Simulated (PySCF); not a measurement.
AlCl2H3Si, SMILES [SiH3][Al]([Cl])[Cl].

The structure is a stationary point at PBE0-D3(BJ)/def2-SVP.

Calculation: IEF-PCM-PBE0/def2-SVP run with PySCF.

The values are the electrostatic part of the solvation free energy, E(continuum) − E(gas) at the gas-phase geometry, in a cavity of scaled van der Waals radii (PySCF's table); cavitation and dispersion terms are not included. A continuum can't describe solvent molecules that bind to the metal. In vacuum the orbital gap is 6.54 eV. The dipole moment in vacuum is 1.48 D.

| solvent | ε | ΔG(elec) (kcal/mol) | dipole (D) | gap (eV) |
|---|---|---|---|---|
| water | 78.36 | -5.1 | 1.77 | 6.81 |
| 2-propanol | 19.26 | -4.8 | 1.76 | 6.79 |
| methanol | 32.61 | -5.0 | 1.77 | 6.80 |
